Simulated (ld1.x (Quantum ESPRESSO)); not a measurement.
In: RRKJ pseudisation with LDA (PZ), scalar-relativistic reference atom.

ld1.x (Quantum ESPRESSO) 7.5 was run on this input:

```
&input
   title='In', zed=49., rel=1, dft='PZ', iswitch=3,
   config='[Kr] 4d10 4f-2 5s1.5 5p1.5',
   nld=4, rlderiv=3.20, eminld=-3.0, emaxld=5.0, deld=0.02
 /
 &inputp
   pseudotype=2, tm=.false., rho0=0.02, lloc=0,
   nlcc=.false.,
   file_pseudopw='In.UPF', file_wfcaegen='ae.wfc', file_wfcncgen='nc.wfc', file_beta='beta', file_chi='chi'
 /
4
5P  2  1   1.50   0.00  2.95  2.95  0.0
4D  3  2  10.00   0.00  1.65  1.65  0.0
4F  4  3  -2.00   0.25  2.60  2.60  0.0
5S  1  0   1.50   0.00  1.75  1.75  0.0
 &test
   configts(1)='4d10 5s1.5 5p1.5'
 /
```

Command:

```bash
ld1.x < In.in > In.out
```

Resulting log (shortened: banner, matrices, multipoles, cross overlaps and the repeated all-electron block are left out):

```
Program LD1 v.7.5
     --------------------------- All-electron run ----------------------------

     In
     scalar relativistic calculation

     atomic number is 49.00
     dft =PZ   lsd =0 sic =0 latt =0  beta=0.20 tr2=1.0E-14
     Exchange-correlation= PZ
                           (   1   1   0   0   0   0   0)
     mesh =1241 r(mesh) = 100.30140 a.u. xmin = -7.00 dx = 0.01250
     1 Ry =  13.60569312 eV, c = 137.03599908

     n l     nl                  e(Ry)          e(Ha)          e(eV)
     1 0     1S 1( 2.00)     -2037.5307     -1018.7654    -27722.0179
     2 0     2S 1( 2.00)      -305.1969      -152.5984     -4152.4150
     2 1     2P 1( 6.00)      -274.1083      -137.0541     -3729.4331
     3 0     3S 1( 2.00)       -57.9252       -28.9626      -788.1130
     3 1     3P 1( 6.00)       -47.7438       -23.8719      -649.5875
     4 0     4S 1( 2.00)        -8.8431        -4.4216      -120.3166
     4 1     4P 1( 6.00)        -5.7990        -2.8995       -78.8997
     3 2     3D 1(10.00)       -31.8880       -15.9440      -433.8589
     4 2     4D 1(10.00)        -1.4358        -0.7179       -19.5353
     5 0     5S 1( 1.50)        -0.6618        -0.3309        -9.0048
     5 1     5P 1( 1.50)        -0.2252        -0.1126        -3.0646

     final scf error:  4.2E-15 reached in  27 iterations

     Etot =  -11752.675788 Ry,   -5876.337894 Ha, -159903.300143 eV

     Ekin =   12246.791359 Ry,    6123.395679 Ha,  166626.084968 eV
     Encl =  -28424.817237 Ry,  -14212.408618 Ha, -386739.340402 eV
     Eh   =    4733.793057 Ry,    2366.896529 Ha,   64406.535642 eV
     Exc  =    -308.442967 Ry,    -154.221483 Ha,   -4196.580351 eV

     normalization and overlap integrals

     s(1S/1S) =  1.000000  <r> =   0.0297  <r2> =    0.0012  r(max) =   0.0192
     s(2S/2S) =  1.000000  <r> =   0.1286  <r2> =    0.0195  r(max) =   0.1090
     s(2P/2P) =  1.000000  <r> =   0.1122  <r2> =    0.0154  r(max) =   0.0870
     s(3S/3S) =  1.000000  <r> =   0.3492  <r2> =    0.1395  r(max) =   0.3153
     s(3P/3P) =  1.000000  <r> =   0.3476  <r2> =    0.1402  r(max) =   0.3075
     s(4S/4S) =  1.000000  <r> =   0.8475  <r2> =    0.8140  r(max) =   0.7658
     s(4P/4P) =  1.000000  <r> =   0.9215  <r2> =    0.9726  r(max) =   0.8152
     s(3D/3D) =  1.000000  <r> =   0.3246  <r2> =    0.1252  r(max) =   0.2581
     s(4D/4D) =  1.000000  <r> =   1.1824  <r2> =    1.6811  r(max) =   0.9354
     s(5S/5S) =  1.000000  <r> =   2.5662  <r2> =    7.5574  r(max) =   2.1344
     s(5P/5P) =  1.000000  <r> =   3.5779  <r2> =   15.0748  r(max) =   2.7751

     ------------------------ End of All-electron run ------------------------

     --------------------- Generating NC pseudopotential ---------------------

      Generating local pot.: lloc=0, matching radius rcloc =   1.7500

      Wfc   5P  rcut= 2.954  Estimated cut-off energy=       19.97 Ry
      This function has    0 nodes for 0 < r <    2.954

      Wfc   4D  rcut= 1.662  Estimated cut-off energy=       85.64 Ry
      This function has    0 nodes for 0 < r <    1.662

      Wfc   4F  rcut= 2.607  Estimated cut-off energy=       41.32 Ry
      This function has    0 nodes for 0 < r <    2.607

     ------------------- End of pseudopotential generation -------------------

     Computing logarithmic derivative in   3.20416
     Computing logarithmic derivative in   3.20416
     Computing the partial wave expansion
       no projector for channel:   0
     R is outside the sphere for l=    1 j= 0.00
     R is outside the sphere for l=    2 j= 0.00
     R is outside the sphere for l=    3 j= 0.00

     ---------------------- Testing the pseudopotential ----------------------

     In
     scalar relativistic calculation

     atomic number is 49.00   valence charge is 13.00
     dft =PZ   lsd =0 sic =0 latt =0  beta=0.20 tr2=1.0E-14
     mesh =1241 r(mesh) = 100.30140 xmin = -7.00 dx = 0.01250

     n l     nl             e AE (Ry)        e PS (Ry)    De AE-PS (Ry)
     3 2     4D   1(10.00)       -1.43582       -1.43582        0.00000
     1 0     5S   1( 1.50)       -0.66184       -0.66184       -0.00000
     2 1     5P   1( 1.50)       -0.22524       -0.22524        0.00000

     eps = 5.0E-15  iter = 12

     Etot =  -11752.675788 Ry,   -5876.337894 Ha, -159903.300143 eV
     Etotps =  -111.733081 Ry,     -55.866541 Ha,   -1520.206019 eV

     Ekin =      85.342583 Ry,      42.671292 Ha,    1161.145001 eV
     Encl =    -180.778287 Ry,     -90.389143 Ha,   -2459.613894 eV
     Ehrt =     100.476338 Ry,      50.238169 Ha,    1367.050223 eV
     Ecxc =     -14.234814 Ry,      -7.117407 Ha,    -193.674507 eV
     Epseu=    -102.538903 Ry,     -51.269451 Ha,   -1395.112841 eV

     ---------------------- End of pseudopotential test ----------------------
```

Generation and configuration tests took about 2.1 s on one core of a shared server CPU.

Transferability test of the new file with ld1.x, input:

```
&input
   title='In', zed=49., rel=1, dft='PZ', iswitch=2,
   config='[Kr] 4d10 4f-2 5s1.5 5p1.5'
 /
 &test
   file_pseudo='In.UPF', nconf=10,
   configts(1)='4d10 5s1.5 5p1.5',
   configts(2)='4d10 5s2 5p1',
   configts(3)='4d10 5s2 5p0',
   configts(4)='4d10 5s1 5p0',
   configts(5)='4d10 5s1 5p2',
   configts(6)='4d9 5s2 5p2',
   configts(7)='4d10 5s0 5p3',
   configts(8)='4d10 5s2 5p0.5',
   configts(9)='4d10 5s1.5 5p1.5', lsdts(9)=1,
   configts(10)='4d10 5s2 5p1', lsdts(10)=1
 /
```

```bash
ld1.x < In.test.in > In.test.out
```

Pseudopotential blocks of its output, shortened (energy terms left out):

```
     ---------------------- Testing the pseudopotential ----------------------

     n l     nl             e AE (Ry)        e PS (Ry)    De AE-PS (Ry)
     3 2     4D   1(10.00)       -1.43582       -1.43582        0.00000
     1 0     5S   1( 1.50)       -0.66184       -0.66184       -0.00000
     2 1     5P   1( 1.50)       -0.22524       -0.22524        0.00000

     eps = 9.8E-15  iter = 22

     Etot =  -11752.675788 Ry,   -5876.337894 Ha, -159903.300143 eV
     Etotps =  -111.733081 Ry,     -55.866541 Ha,   -1520.206014 eV

     ---------------------- End of pseudopotential test ----------------------

          ---------------------- Testing the pseudopotential ----------------------

     n l     nl             e AE (Ry)        e PS (Ry)    De AE-PS (Ry)
     3 2     4D   1(10.00)       -1.37525       -1.37381       -0.00143
     1 0     5S   1( 2.00)       -0.62375       -0.62377        0.00002
     2 1     5P   1( 1.00)       -0.19867       -0.19878        0.00011

     eps = 9.2E-15  iter = 23

     Etot =  -11752.891211 Ry,   -5876.445605 Ha, -159906.231120 eV
     Etotps =  -111.948504 Ry,     -55.974252 Ha,   -1523.136989 eV
     dEtot_ae =      -0.215423 Ry
     dEtot_ps =      -0.215423 Ry,   Delta E=      -0.000000 Ry

     ---------------------- End of pseudopotential test ----------------------

          ---------------------- Testing the pseudopotential ----------------------

     n l     nl             e AE (Ry)        e PS (Ry)    De AE-PS (Ry)
     3 2     4D   1(10.00)       -1.92951       -1.92380       -0.00571  !
     1 0     5S   1( 2.00)       -1.12511       -1.12474       -0.00037
     2 1     5P   1( 0.00)       -0.63929       -0.63941        0.00011

     eps = 8.6E-15  iter = 15

     Etot =  -11752.480021 Ry,   -5876.240011 Ha, -159900.636601 eV
     Etotps =  -111.537088 Ry,     -55.768544 Ha,   -1517.539388 eV
     dEtot_ae =       0.195767 Ry
     dEtot_ps =       0.195993 Ry,   Delta E=      -0.000227 Ry

     ---------------------- End of pseudopotential test ----------------------

          ---------------------- Testing the pseudopotential ----------------------

     n l     nl             e AE (Ry)        e PS (Ry)    De AE-PS (Ry)
     3 2     4D   1(10.00)       -2.70146       -2.69327       -0.00819  !
     1 0     5S   1( 1.00)       -1.77333       -1.77196       -0.00137
     2 1     5P   1( 0.00)       -1.21476       -1.21385       -0.00091

     eps = 7.2E-15  iter =  9

     Etot =  -11751.034986 Ry,   -5875.517493 Ha, -159880.975900 eV
     Etotps =  -110.092659 Ry,     -55.046330 Ha,   -1497.886937 eV
     dEtot_ae =       1.640802 Ry
     dEtot_ps =       1.640422 Ry,   Delta E=       0.000380 Ry

     ---------------------- End of pseudopotential test ----------------------

          ---------------------- Testing the pseudopotential ----------------------

     n l     nl             e AE (Ry)        e PS (Ry)    De AE-PS (Ry)
     3 2     4D   1(10.00)       -1.49287       -1.49471        0.00184
     1 0     5S   1( 1.00)       -0.69700       -0.69706        0.00006
     2 1     5P   1( 2.00)       -0.24957       -0.24949       -0.00009

     eps = 6.2E-15  iter = 21

     Etot =  -11752.454771 Ry,   -5876.227385 Ha, -159900.293050 eV
     Etotps =  -111.512014 Ry,     -55.756007 Ha,   -1517.198243 eV
     dEtot_ae =       0.221017 Ry
     dEtot_ps =       0.221067 Ry,   Delta E=      -0.000050 Ry

     ---------------------- End of pseudopotential test ----------------------

          ---------------------- Testing the pseudopotential ----------------------

     n l     nl             e AE (Ry)        e PS (Ry)    De AE-PS (Ry)
     3 2     4D   1( 9.00)       -1.78257       -1.80983        0.02726  !
     1 0     5S   1( 2.00)       -0.77314       -0.77561        0.00248
     2 1     5P   1( 2.00)       -0.28295       -0.28010       -0.00285

     eps = 7.0E-15  iter = 21

     Etot =  -11751.553474 Ry,   -5875.776737 Ha, -159888.030292 eV
     Etotps =  -110.596746 Ry,     -55.298373 Ha,   -1504.745388 eV
     dEtot_ae =       1.122313 Ry
     dEtot_ps =       1.136335 Ry,   Delta E=      -0.014022 Ry

     ---------------------- End of pseudopotential test ----------------------

          ---------------------- Testing the pseudopotential ----------------------

     n l     nl             e AE (Ry)        e PS (Ry)    De AE-PS (Ry)
     3 2     4D   1(10.00)       -1.59904       -1.60576        0.00672  !
     1 0     5S   1( 0.00)       -0.76078       -0.76122        0.00043
     2 1     5P   1( 3.00)       -0.29353       -0.29332       -0.00021

     eps = 1.1E-15  iter = 25

     Etot =  -11751.997290 Ry,   -5875.998645 Ha, -159894.068716 eV
     Etotps =  -111.054115 Ry,     -55.527058 Ha,   -1510.968209 eV
     dEtot_ae =       0.678497 Ry
     dEtot_ps =       0.678966 Ry,   Delta E=      -0.000469 Ry

     ---------------------- End of pseudopotential test ----------------------

          ---------------------- Testing the pseudopotential ----------------------

     n l     nl             e AE (Ry)        e PS (Ry)    De AE-PS (Ry)
     3 2     4D   1(10.00)       -1.63514       -1.63201       -0.00313
     1 0     5S   1( 2.00)       -0.86182       -0.86171       -0.00011
     2 1     5P   1( 0.50)       -0.40746       -0.40760        0.00014

     eps = 3.0E-15  iter = 17

     Etot =  -11752.740867 Ry,   -5876.370434 Ha, -159904.185595 eV
     Etotps =  -111.798062 Ry,     -55.899031 Ha,   -1521.090125 eV
     dEtot_ae =      -0.065080 Ry
     dEtot_ps =      -0.064981 Ry,   Delta E=      -0.000099 Ry

     ---------------------- End of pseudopotential test ----------------------

          ---------------------- Testing the pseudopotential ----------------------

     n l     nl             e AE (Ry)        e PS (Ry)    De AE-PS (Ry)
     3 2     4D   1( 5.00)       -1.43236       -1.43255        0.00019
     1 0     5S   1( 1.00)       -0.68650       -0.68703        0.00052
     2 1     5P   1( 1.50)       -0.24944       -0.24975        0.00032
     3 2     4D   2( 5.00)       -1.41672       -1.41562       -0.00110
     1 0     5S   2( 0.50)       -0.61151       -0.60995       -0.00157
     2 1     5P   2( 0.00)       -0.17646       -0.17547       -0.00099

     eps = 4.5E-15  iter = 22

     Etot =  -11752.711005 Ry,   -5876.355503 Ha, -159903.779304 eV
     Etotps =  -111.769067 Ry,     -55.884533 Ha,   -1520.695623 eV
     dEtot_ae =      -0.035218 Ry
     dEtot_ps =      -0.035986 Ry,   Delta E=       0.000768 Ry

     ---------------------- End of pseudopotential test ----------------------

          ---------------------- Testing the pseudopotential ----------------------

     n l     nl             e AE (Ry)        e PS (Ry)    De AE-PS (Ry)
     3 2     4D   1( 5.00)       -1.37466       -1.37307       -0.00159
     1 0     5S   1( 1.00)       -0.63632       -0.63664        0.00031
     2 1     5P   1( 1.00)       -0.21249       -0.21275        0.00027
     3 2     4D   2( 5.00)       -1.36940       -1.36784       -0.00156
     1 0     5S   2( 1.00)       -0.60421       -0.60368       -0.00053
     2 1     5P   2( 0.00)       -0.17747       -0.17725       -0.00022

     eps = 7.2E-15  iter = 22

     Etot =  -11752.899776 Ry,   -5876.449888 Ha, -159906.347660 eV
     Etotps =  -111.957192 Ry,     -55.978596 Ha,   -1523.255196 eV
     dEtot_ae =      -0.223988 Ry
     dEtot_ps =      -0.224111 Ry,   Delta E=       0.000122 Ry

     ---------------------- End of pseudopotential test ----------------------
```
